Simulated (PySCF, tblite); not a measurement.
**Question.** What does the GFN2-xTB structure of InChI=1S/C8H12P2/c1-8(2,3)7-4-9-6-10-5-7/h4-6H,1-3H3 look like in three dimensions?

**Answer.** 
```xyz
22
C8H12P2 angstrom
C     -1.7179   -0.9909   -0.2349
C     -0.8467    0.2635   -0.0723
C     -1.2033    0.9896    1.2332
C     -1.1720    1.2098   -1.2325
C      0.6238   -0.1598   -0.0230
C      0.9936   -1.0153    1.0084
P      2.5326   -1.7023    1.3980
C      3.5720   -1.0702    0.1722
P      3.2183   -0.0171   -1.1464
C      1.5211    0.2974   -0.9738
H     -1.6088   -1.6698    0.6063
H     -2.7661   -0.7095   -0.3090
H     -1.4401   -1.5254   -1.1412
H     -0.5794    1.8731    1.3542
H     -2.2444    1.3044    1.2113
H     -1.0629    0.3534    2.1026
H     -2.2288    1.4677   -1.1947
H     -0.9791    0.7396   -2.1945
H     -0.6025    2.1343   -1.1630
H      0.2199   -1.3235    1.7017
H      4.6088   -1.3859    0.2433
H      1.1518    0.9562   -1.7475
```

Any rigid rotation of these coordinates is as good. Atoms count from 1 in this order. Of the pairs four or more bonds apart, C4···H22 is among the closest relative to their van der Waals radii: 2.39 Å, 83 % of the sum of Bondi's values. The 6 C–C bonds span 1.385 Å (C5–C10, aromatic) to 1.536 Å (C1–C2, drawn single), a spread of 0.151 Å. The 6-membered ring C5–C6–P7–C8–P9–C10 has internal angles of 103.3° to 130.4° (sum 720°, against 720° for a flat polygon); it is planar, 0.00 Å rms from its mean plane, widest ring torsion 0°. P7 (phosphorus bonded to 2 C) is bent (angle 103.3°).

Bonds between heavy atoms (Å): C1–C2 1.536, C2–C3 1.536, C2–C4 1.532, C2–C5 1.531, C5–C6 1.390, C6–P7 1.730, P7–C8 1.727, C8–P9 1.724, P9–C10 1.735, C5–C10 1.385.

Computed geometry: GFN2-xTB, gas phase.

Point group: Cs (tolerance 0.08 Å). Its GFN2-xTB frequencies are all real (lowest 45 cm⁻¹).
